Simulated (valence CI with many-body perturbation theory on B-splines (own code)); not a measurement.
## Rh39+: electric-dipole lines

Level of theory: valence CI with perturbative core correlation (CI+MBPT): four valence electrons over a frozen Dirac-Fock core [He], radial functions for each j: 11 s, 11 p, 9 d, 7 f, 5 g, 2 h, 1 i, with the one-electron correlation potential Σ1 (screened to all orders), the two-electron term Σ2, the three-electron term Σ3, Breit, model QED; selected single and double excitations, second order for the rest (own B-spline code, finite nucleus).

The last digits are not significant, and no measured levels were compared; by estimate large intervals hold to a few tenths of a per cent, small ones and those within an open d or f shell to about a per cent. Among the levels kept, up to 270 cm⁻¹ of a level comes from second order outside the variational space, and about a tenth of that is noise between levels of different J, which matters for small intervals.

Lines 151 to 200 of 238 in falling wavelength, among levels below 30697 × 10³ cm⁻¹, chosen from the strongest by gf and those to the six lowest levels. Wavelengths and rates use the calculated energies. Electric multipoles are in the length gauge, E1 and E2 with the static RPA response of the core. Weak lines are less certain than strong ones. Lines between different terms over intervals too small for the method are left out, as are lines whose strength nearly cancels. The highest levels of a list are the least certain.

Levels are named by their leading jj configuration (3d3/2^4 stands for four electrons in 3d with j = 3/2), which in mixed levels can hold well under half, so a name can repeat and another be missing. Letters in brackets count levels of one name in rising energy.

```csv
λ vac (Å),Upper,Lower,A (s⁻¹),log gf,Branch %
3.701,(2s 2p1/2^2 3d5/2) J=2,(2s 2p1/2^2 2p3/2) J=2,2.48e+12,-1.59,1.6
3.697,(2s 2p1/2 2p3/2 3p1/2) J=3,(2s^2 2p3/2^2) J=2,2.71e+13,-0.41,63.9
3.694,(2s 2p1/2 2p3/2 3d5/2) J=2 [b],(2s 2p1/2 2p3/2^2) J=2 [a],1.27e+13,-0.89,15.4
3.692,(2s 2p1/2^2 3p1/2) J=1,(2s^2 2p1/2 2p3/2) J=2,9.97e+11,-2.21,6.7
3.692,(2s^2 2p3/2 3d5/2) J=3,(2s^2 2p3/2^2) J=2,2.86e+14,0.61,96.0
3.691,(2s^2 2p3/2 3s) J=2,(2s^2 2p1/2 2p3/2) J=1,4.43e+13,-0.34,81.6
3.690,(2s 2p1/2 2p3/2 3d5/2) J=3 [b],(2s 2p1/2 2p3/2^2) J=2 [a],4.18e+13,-0.22,35.6
3.690,(2s^2 2p3/2 3s) J=1,(2s^2 2p1/2 2p3/2) J=1,7.30e+11,-2.35,2.2
3.687,(2s^2 2p3/2 3d5/2) J=1,(2s^2 2p3/2^2) J=2,1.26e+13,-1.11,5.8
3.680,(2s 2p1/2^2 3p1/2) J=0,(2s^2 2p1/2 2p3/2) J=1,2.53e+12,-2.29,95.0
3.678,(2s 2p1/2^2 3p1/2) J=1,(2s^2 2p1/2 2p3/2) J=1,7.72e+12,-1.33,52.0
3.676,(2s 2p1/2 2p3/2 3p3/2) J=3 [a],(2s^2 2p3/2^2) J=2,4.08e+12,-1.24,48.0
3.668,(2s 2p1/2 2p3/2 3s) J=2 [c],(2s 2p1/2^2 2p3/2) J=2,5.03e+11,-2.29,3.1
3.662,(2s 2p1/2 2p3/2 3p3/2) J=2 [a],(2s^2 2p3/2^2) J=2,7.92e+11,-2.10,1.7
3.653,(2s 2p1/2 2p3/2 3p1/2) J=2 [c],(2s^2 2p3/2^2) J=2,1.70e+12,-1.77,6.0
3.652,(2s 2p1/2 2p3/2 3p1/2) J=1 [b],(2s^2 2p3/2^2) J=2,1.85e+12,-1.95,7.7
3.642,(2s 2p1/2 2p3/2 3p3/2) J=2 [b],(2s^2 2p3/2^2) J=2,1.38e+12,-1.86,3.2
3.633,(2s 2p1/2 2p3/2 3p3/2) J=3 [b],(2s^2 2p3/2^2) J=2,1.36e+12,-1.72,3.0
3.624,(2s 2p1/2^2 3p3/2) J=2,(2s^2 2p1/2 2p3/2) J=1,3.12e+12,-1.51,92.5
3.619,(2s 2p1/2 2p3/2 3d5/2) J=1 [a],(2s 2p1/2^2 2p3/2) J=1,1.26e+13,-1.13,9.3
3.617,(2s 2p1/2 2p3/2 3d3/2) J=2 [b],(2s 2p1/2^2 2p3/2) J=1,2.17e+12,-1.67,0.9
3.602,(2s 2p1/2 2p3/2 3d5/2) J=2 [b],(2s 2p1/2^2 2p3/2) J=1,8.28e+12,-1.09,10.0
3.601,(2s 2p1/2 2p3/2 3p3/2) J=2 [c],(2s^2 2p3/2^2) J=2,8.69e+11,-2.07,3.2
3.600,(2s 2p1/2 2p3/2 3p3/2) J=3 [c],(2s^2 2p3/2^2) J=2,1.85e+12,-1.60,6.7
3.600,(2s 2p1/2 2p3/2 3d3/2) J=2 [a],(2s 2p1/2^2 2p3/2) J=2,4.56e+13,-0.35,74.1
3.600,(2s 2p1/2 2p3/2 3d3/2) J=1 [a],(2s 2p1/2^2 2p3/2) J=2,1.71e+13,-1.00,40.5
3.596,(2s 2p3/2^2 3s) J=2,(2s 2p1/2^2 2p3/2) J=1,2.42e+12,-1.63,6.9
3.596,(2s 2p1/2 2p3/2 3d3/2) J=3 [a],(2s 2p1/2^2 2p3/2) J=2,6.48e+13,-0.06,87.3
3.593,(2s 2p1/2 2p3/2 3d5/2) J=1 [b],(2s 2p1/2^2 2p3/2) J=1,3.07e+13,-0.75,16.7
3.589,(2s 2p1/2 2p3/2 3d5/2) J=0,(2s 2p1/2^2 2p3/2) J=1,1.71e+13,-1.48,8.5
3.586,(2s 2p1/2 2p3/2 3p3/2) J=1 [d],(2s^2 2p3/2^2) J=2,8.37e+11,-2.32,21.6
3.576,(2s 2p1/2 2p3/2 3d5/2) J=2 [a],(2s 2p1/2^2 2p3/2) J=2,8.61e+11,-2.08,0.7
3.575,(2s 2p1/2 2p3/2 3d3/2) J=1 [c],(2s 2p1/2^2 2p3/2) J=1,2.18e+12,-1.90,4.3
3.574,(2s 2p1/2 2p3/2 3d5/2) J=3 [a],(2s 2p1/2^2 2p3/2) J=2,4.58e+13,-0.21,27.0
3.566,(2s 2p1/2 2p3/2 3d5/2) J=1 [a],(2s 2p1/2^2 2p3/2) J=2,7.87e+11,-2.35,0.6
3.565,(2s 2p1/2 2p3/2 3p1/2) J=1 [a],(2s^2 2p1/2 2p3/2) J=2,2.66e+12,-1.82,10.5
3.564,(2s 2p1/2 2p3/2 3d3/2) J=2 [b],(2s 2p1/2^2 2p3/2) J=2,2.12e+14,0.30,88.0
3.563,(2s 2p1/2 2p3/2 3d3/2) J=3 [b],(2s 2p1/2^2 2p3/2) J=2,1.05e+14,0.15,45.9
3.561,(2s 2p1/2 2p3/2 3d3/2) J=1 [b],(2s 2p1/2^2 2p3/2) J=2,2.60e+14,0.17,94.4
3.560,(2s^2 2p3/2 3d3/2) J=2,(2s^2 2p1/2 2p3/2) J=2,5.66e+13,-0.27,33.1
3.559,(2s 2p3/2^2 3s) J=3,(2s 2p1/2^2 2p3/2) J=2,5.50e+12,-1.14,9.4
3.555,(2s 2p1/2 2p3/2 3p1/2) J=2 [a],(2s^2 2p1/2 2p3/2) J=2,2.62e+13,-0.61,98.6
3.554,(2s^2 2p3/2 3d3/2) J=3,(2s^2 2p1/2 2p3/2) J=2,1.95e+14,0.41,97.2
3.552,(2s^2 2p1/2 3d3/2) J=1,(2s^2 2p1/2^2) J=0,2.54e+14,0.16,89.2
3.551,(2s 2p1/2 2p3/2 3p1/2) J=1 [a],(2s^2 2p1/2 2p3/2) J=1,2.22e+13,-0.90,88.1
3.550,(2s^2 2p3/2 3d3/2) J=1,(2s^2 2p1/2 2p3/2) J=2,3.78e+13,-0.67,17.7
3.546,(2s^2 2p3/2 3d3/2) J=2,(2s^2 2p1/2 2p3/2) J=1,1.14e+14,0.03,66.6
3.546,(2s 2p1/2 2p3/2 3d5/2) J=3 [b],(2s 2p1/2^2 2p3/2) J=2,4.66e+12,-1.21,4.0
3.543,(2s^2 2p3/2 3d5/2) J=2,(2s^2 2p1/2 2p3/2) J=2,1.61e+13,-0.82,9.4
3.540,(2s 2p1/2 2p3/2 3d5/2) J=1 [b],(2s 2p1/2^2 2p3/2) J=2,9.09e+11,-2.29,0.5
```
